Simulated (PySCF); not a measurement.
Ge(F)(SH)3 (FGeH3S3), SMILES [F][Ge]([SH])([SH])[SH]. Geometry optimised at PBE-D3(BJ)/def2-SVP. This is a generated structure with no PubChem entry under its InChIKey; it may be hypothetical. One conformer was computed; it need not be the lowest.

Computed equilibrium geometry at PBE-D3(BJ)/def2-SVP (PySCF confirms it by a frequency run) as a Z-matrix (one conformer of several):
```
Ge
F 1 1.7643
S 1 2.2234 2 108.25
H 3 1.3647 1 92.38 2 -50.56
S 1 2.2235 2 108.20 4 -96.62
H 5 1.3647 1 92.36 2 -49.96
S 1 2.2235 2 108.17 6 -96.84
H 7 1.3647 1 92.37 2 -50.00
```
